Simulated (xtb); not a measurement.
F3Ti, doublet, geometry from GFN2-xTB (such geometries of metal compounds can be far from the true shape), atoms displaced at random by about 0.05 Å a coordinate; GFN1-xTB (xtb).

xtb was given this input:
```
$ xtb mol.xyz --gfn 1 --uhf 1 --opt sloppy --json

# file mol.xyz
4

Ti    -0.07376394     0.01215170     0.01577434
F     -1.45869307    -0.75916557     0.01781561
F      0.04821413     1.47979492    -0.67584999
F      1.36712124    -0.63459219     0.63695800
```

What the program printed (banner, timings and long lists left out):

```
   ID    Z sym.   atoms
    1   22 Ti     1
    2    9 F      2-4

           -------------------------------------------------
          |                Calculation Setup                |
           -------------------------------------------------

           -------------------------------------------------
          |                 G F N 1 - x T B                 |
           -------------------------------------------------

          ...................................................
          :                      SETUP                      :
          :.................................................:
          :  # basis functions                  22          :
          :  # atomic orbitals                  21          :
          :  # shells                            9          :
          :  # electrons                        25          :
          :  # halogen bonds                     0          :
          :  max. iterations                   250          :
          :  Hamiltonian                  GFN1-xTB          :
          :  restarted?                      false          :
          :  GBSA solvation                  false          :
          :  PC potential                    false          :
          :  electronic temp.          300.0000000     K    :
          :  accuracy                    1.0000000          :
          :  -> integral cutoff          0.2500000E+02      :
          :  -> integral neglect         0.1000000E-07      :
          :  -> SCF convergence          0.1000000E-05 Eh   :
          :  -> wf. convergence          0.2000000E-04 e    :
          :  Broyden damping             0.4000000          :
          :  net charge                          0          :
          :  unpaired electrons                  1          :
          ...................................................

 iter      E             dE          RMSdq      gap      omega  full diag
   1    -13.3313934 -0.133314E+02  0.358E+01    1.09       0.0  T
   2    -14.1957725 -0.864379E+00  0.206E+01    0.18       1.0  T
   3    -15.2259486 -0.103018E+01  0.145E+01    0.32       1.0  T
   4    -16.5257110 -0.129976E+01  0.557E+00    1.53       1.0  T
   5    -26.0344560 -0.950875E+01  0.594E+01    0.43       1.0  T
   6    -16.7527271  0.928173E+01  0.106E+01    1.73       1.0  T
   7    -15.6605712  0.109216E+01  0.166E+01    0.70       1.0  T
   8    -16.0584089 -0.397838E+00  0.167E+01    1.10       1.0  T
[...]
         :: total energy             -16.776414649948 Eh    ::
 * total energy  :   -16.7764146 Eh     change       -0.2664535E-12 Eh
 * total energy  :   -16.7786910 Eh     change       -0.2276383E-02 Eh
 * total energy  :   -16.7802329 Eh     change       -0.1541891E-02 Eh
 * total energy  :   -16.7803120 Eh     change       -0.7910931E-04 Eh
   *** GEOMETRY OPTIMIZATION CONVERGED AFTER 4 ITERATIONS ***
         :: total energy             -16.780312033616 Eh    ::
[...]
        10        2.0000           -0.5728802             -15.5889
        11        2.0000           -0.5724138             -15.5762
        12        2.0000           -0.5695348             -15.4978
        13        1.0000           -0.4268439             -11.6150 (HOMO)
        14                         -0.3845016             -10.4628 (LUMO)
        15                         -0.3829370             -10.4202
        16                         -0.3370924              -9.1728
        17                         -0.3339415              -9.0870
        18                         -0.2795978              -7.6082
        19                         -0.0651979              -1.7741
        20                         -0.0434877              -1.1834
        21                         -0.0327689              -0.8917
      -------------------------------------------------------------
                  HL-Gap            0.0423423 Eh            1.1522 eV
             Fermi-level           -0.4519728 Eh          -12.2988 eV

  Mulliken/CM5 charges         n(s)   n(p)   n(d)
     1Ti    0.85573  1.38291   0.949  0.869  1.326
     2F    -0.28643 -0.46282   1.704  5.583  0.000
     3F    -0.28425 -0.45918   1.705  5.579  0.000
     4F    -0.28505 -0.46092   1.705  5.580  0.000

Wiberg/Mayer (AO) data.
largest (>0.10) Wiberg bond orders for each atom

 ---------------------------------------------------------------------------
     #   Z sym  total        # sym  WBO       # sym  WBO       # sym  WBO
 ---------------------------------------------------------------------------
     1  22 Ti   3.366 --     3 F    1.124     4 F    1.122     2 F    1.120
     2   9 F    1.236 --     1 Ti   1.120
     3   9 F    1.240 --     1 Ti   1.124
     4   9 F    1.239 --     1 Ti   1.122
 ---------------------------------------------------------------------------

Topologies differ in total number of bonds
Writing topology from bond orders to xtbtopo.mol

 dipole moment from electron density (au)
     X       Y       Z
  -0.0503  -0.0420   0.0420  total (Debye):    0.198

optimized geometry written to: xtbopt.xyz

           -------------------------------------------------
          | TOTAL ENERGY              -16.780312033616 Eh   |
          | GRADIENT NORM               0.002069547331 Eh/α |
          | HOMO-LUMO GAP               1.152192251476 eV   |
           -------------------------------------------------

normal termination of xtb
```
